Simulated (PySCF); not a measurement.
Cost of one run: core-ionisation job, `FC1O[C@@H](F)[C@H](F)O1`.

Method: delta-SCF UKS B3LYP, pcX-2 on the ionised atom, pcseg-1 elsewhere, spin-free X2C (PySCF 2.14.0). Geometry: PBE0-D3(BJ)/def2-SVP. Work: ΔSCF core ionisation, 8 holes, density fitting. A driver script takes a list of jobs; this job's settings line and coordinates (Å) are shown.

Command:
```bash
OMP_NUM_THREADS=1 python probes_run.py task.json out
```

Input:
```
{"job": {"kind": "xps", "xc": "B3LYP"}, "charge": 0, "multiplicity": 1}
F      2.201841     0.566867    -0.452050
C      1.306684    -0.384583    -0.134738
O      0.339944    -0.430984    -1.127438
C     -0.898493    -0.133829    -0.602825
F     -1.625558    -1.270476    -0.435050
C     -0.571399     0.469127     0.762119
F     -0.501132     1.820455     0.663104
O      0.661840    -0.081006     1.049599
H      1.842250    -1.340811    -0.034912
H     -1.445942     0.546031    -1.271373
H     -1.285774     0.197678     1.552045
```

Hardware: an Arm Neoverse N1 with one thread, shared host with 64 logical CPUs at a one-minute load of 62. PySCF's memory limit was set to 1760 MB.

Task: How large is the largest of the mixed bases?

Result: 158 functions.

Task: How long does the run take?

Result: About 2.2 min. The run took 124 SCF cycles in all, 16 s a hole on average.

Task: Estimate the peak memory.

Result: About 0.62 GiB. Peak memory is the resident size of the whole Python process, interpreter and libraries included.

Task: At this speed, how long would 20000 such jobs take on 96 cores, one job a core?

Result: 20000/96 gives 209 rounds of 2.2 min, about 7.7 h of wall time and 730 core-hours, if the jobs don't slow each other.

The host was shared with other jobs, so the times are rough.
